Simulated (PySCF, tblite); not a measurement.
Compound: C₄H₈AlCl.
Structure used (GFN2-xTB), in Å, numbered top down from 1:
```xyz
14
C4H8AlCl angstrom
Al     2.629    0.023   -0.306
C      0.725    0.333   -0.833
C     -0.064   -0.454    0.245
C     -1.527   -0.410   -0.037
C     -2.423    0.318    0.609
Cl    -2.046    1.317    1.966
H      3.890    0.724   -0.867
H      2.898   -1.026    0.806
H      0.396    1.381   -0.817
H      0.436   -0.040   -1.826
H      0.143   -0.029    1.232
H      0.280   -1.495    0.255
H     -1.868   -0.990   -0.884
H     -3.469    0.347    0.345
```

Jobs on this species (14 atoms, 62 electrons) with PySCF (density fitting) and tblite. Hardware of each: an Arm Neoverse N1 with one thread, no GPU, shared host. Other jobs ran on the host; a repeat could differ by tens of per cent or more.

Task: Rank these jobs by wall time, shortest first.
A. GFN2-xTB; L-BFGS relaxation
B. GFN2-xTB; Hessian by finite differences
C. PBE0/pcSseg-1; shieldings, charges and field gradients; 156 basis functions

Result: B (0.7 s), A (1.5 s), C (34 s).

All jobs:

```
level and settings                                                               work  basis functions  SCF cycles  wall time
          GFN2-xTB                                      Hessian by finite differences                –           –      0.7 s
          GFN2-xTB                                                  L-BFGS relaxation                –           –      1.5 s
     PBE0/pcSseg-1                            shieldings, charges and field gradients              156          14       34 s
    PBE0/def2-SVPD  8 singlets by full TDDFT, 3 Tamm–Dancoff triplets, polarisability              195          14       50 s
```

Task: What do all jobs in the table cost together?

Result: About 86 s; the longest takes about 58 % of that, and about 71 times as long as the shortest.
